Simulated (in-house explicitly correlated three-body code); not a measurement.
Computed with an exponentially correlated three-body code. Model: two electrons around a point charge, non-relativistic, variational in 260 exponentially correlated functions (energies converged to about 1e-7 hartree, or 1e-8 relative for large Z).

Command:
```bash
python run_hyl.py task.json out
```
Settings (lengths in bohr, energies in hartree):
```
Z                      9
screening              0.018
interaction_strength   1
functions              260
states_tried           13
```

Cost of the run: 53 s on 1 thread of Intel(R) Xeon(R) Platinum 8375C CPU @ 2.90GHz (Ice Lake), on a shared host.

**Those bound S and P states to n = 4 that converged, binding against the one-electron ion.**

Given: nuclear charge 9; Yukawa screening of all interactions 0.018 1/bohr.

Computed: one-electron threshold -40.3382427 hartree.

```csv
term,energy (hartree),binding (eV)
1 1S,-75.2261773,949.35
2 3S,-48.6767933,226.9
2 3P,-48.3634509,218.38
2 1S,-48.3472502,217.94
2 1P,?,?
3 3S,-43.885428,96.524
3 3P,-43.7998361,94.195
3 1S,-43.7983407,94.154
3 1P,-43.7367621,92.478
4 3S,-42.2529965,52.103
4 3P,-42.2178669,51.147
4 1S,?,?
4 1P,-42.1919501,50.442
```

Problem. What belongs in the row 2 1P?

Solution. energy (hartree): -48.1352976; binding (eV): 212.17.

Problem. What belongs in the row 4 1S?

Solution. energy (hartree): -42.2177689; binding (eV): 51.145.

**Converged states only, values per electron or pair (inverse distances are <exp(-kr)/r>).**

```tsv
term	mean r (bohr)	mean r squared (bohr²)	mean inverse r (1/bohr)	mean r12 (bohr)	mean inverse r12 (1/bohr)	mean cosine	mean p1 dot p2 (bohr⁻²)	delta r1 (bohr⁻³)	delta r12 (bohr⁻³)
1 1S	0.17395	0.040571	8.6696	0.25638	5.2945	-0.014754	1.084	215.34	23.253
2 3S	0.4388	0.31292	5.513	0.73868	1.5768	-0.0049523	0.082168	127.89	-
2 3P	0.38838	0.24211	5.494	0.64901	1.8615	-0.072115	-5.06	115.09	-
2 1S	0.45148	0.33472	5.4911	0.75586	1.8425	-0.0076034	0.094965	127.17	4.0266
2 1P	0.3984	0.25671	5.4772	0.6444	2.0157	0.050547	4.8567	116.23	1.0763
3 3S	?	?	?	?	?	?	?	?	-
3 3P	0.85376	1.3864	4.9298	1.555	0.8357	-0.01741	-1.18	115.79	-
3 1S	0.9163	1.5951	4.9294	1.6757	0.83065	-0.0024335	0.029923	119.29	1.1726
3 1P	?	?	?	?	?	?	?	?	?
4 3S	1.545	4.8246	4.7356	2.9297	0.43674	-0.00071665	0.010099	117.44	-
4 3P	1.5073	4.6182	4.7334	2.8553	0.46731	-0.0068601	-0.45914	115.93	-
4 1S	1.5696	4.9898	4.7333	2.9783	0.46519	-0.0010481	0.012861	117.39	0.48976
4 1P	1.5261	4.7412	4.7316	2.8909	0.48614	0.0047912	0.48505	116.03	0.15075
```

Problem. What belongs in the row 3 3S?

Solution. mean r (bohr): 0.89779; mean r squared (bohr²): 1.5247; mean inverse r (1/bohr): 4.9351; mean r12 (bohr): 1.6406; mean inverse r12 (1/bohr): 0.76013; mean cosine: -0.0016511; mean p1 dot p2 (bohr⁻²): 0.024134; delta r1 (bohr⁻³): 119.44.

Problem. What belongs in the row 3 1P?

Solution. mean r (bohr): 0.86801; mean r squared (bohr²): 1.4375; mean inverse r (1/bohr): 4.9253; mean r12 (bohr): 1.578; mean inverse r12 (1/bohr): 0.88085; mean cosine: 0.012208; mean p1 dot p2 (bohr⁻²): 1.2182; delta r1 (bohr⁻³): 116.05; delta r12 (bohr⁻³): 0.34855.

**Electric-dipole lines between converged S and P states, rate of the upper state's decay.**

```tsv
s state	p state	p minus s (eV)	oscillator strength from s	rate (1/s)
1 1S	2 1P	737.18	0.71007	5.5813e+12
1 1S	3 1P	856.87	0.14779	1.5695e+12
1 1S	4 1P	898.91	0.055539	6.4911e+11
2 1S	2 1P	5.7675	0.059829	2.8786e+07
2 1S	3 1P	125.46	0.38044	8.6609e+10
2 1S	4 1P	167.49	0.094608	3.839e+10
3 1S	2 1P	-118.01	-0.054927	3.3195e+10
3 1S	3 1P	?	?	?
3 1S	4 1P	43.712	0.41488	1.1466e+10
4 1S	2 1P	-161.02	-0.011928	1.342e+10
4 1S	3 1P	-41.334	-0.1245	9.2299e+09
4 1S	4 1P	?	?	?
2 3S	2 3P	8.5265	0.083311	8.7606e+07
2 3S	3 3P	132.71	0.35732	9.1022e+10
2 3S	4 3P	175.76	0.09065	4.0502e+10
3 3S	2 3P	-121.85	-0.057028	3.6743e+10
3 3S	3 3P	2.3291	0.13966	1.0958e+07
3 3S	4 3P	45.377	0.38979	1.1609e+10
4 3S	2 3P	-166.27	-0.012093	1.4507e+10
4 3S	3 3P	-42.092	-0.13161	1.0118e+10
4 3S	4 3P	0.95593	0.1929	2.5496e+06
```

Problem. What belongs in the row 3 1S 3 1P?

Solution. p minus s (eV): 1.6756; oscillator strength from s: 0.10429; rate (1/s): 4.2353e+06.

Problem. What belongs in the row 4 1S 4 1P?

Solution. p minus s (eV): 0.70257; oscillator strength from s: 0.14575; rate (1/s): 1.0406e+06.

**Static dipole response.**

| state | polarisability (bohr³) |
| --- | --- |
| 1 1S | 0.0016202 |
| 2 1S | 1.357 |
| 2 3S | 0.87021 |
